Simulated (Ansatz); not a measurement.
Start from `O[SiH2]/C(O)=C/S` and change one atom or group to get `C=C(O)[SiH2]O`.

Ansatz, PBE0-D4/def2-TZVP geometries, multiplicity 1. Each molecule was computed in one conformer, which needn't be the lowest.

```
                               property  `O[SiH2]/C(O)=C/S`
      HOMO energy (PBE/def2-TZVPP) / eV               -5.87
  HOMO–LUMO gap (B3LYP/def2-TZVPP) / eV                5.92
  HOMO energy (ωB97M-V/def2-TZVPP) / eV               -9.21
HOMO–LUMO gap (ωB97M-V/def2-TZVPP) / eV               10.50
    LUMO energy (B3LYP/def2-TZVPP) / eV               -0.90
  LUMO energy (ωB97M-V/def2-TZVPP) / eV                1.28
```

Task: Give the same properties after the change, and the shifts. (Estimate.)

Result: The calculation gave: 
```csv
property,`C=C(O)[SiH2]O`,shift
HOMO energy (PBE/def2-TZVPP) / eV,-5.85,0.02
HOMO–LUMO gap (B3LYP/def2-TZVPP) / eV,6.41,0.49
HOMO energy (ωB97M-V/def2-TZVPP) / eV,-9.32,-0.11
HOMO–LUMO gap (ωB97M-V/def2-TZVPP) / eV,11.01,0.51
LUMO energy (B3LYP/def2-TZVPP) / eV,-0.43,0.47
LUMO energy (ωB97M-V/def2-TZVPP) / eV,1.70,0.42
```

B3LYP here is the variant with VWN-RPA as its local correlation; programs differ in this.
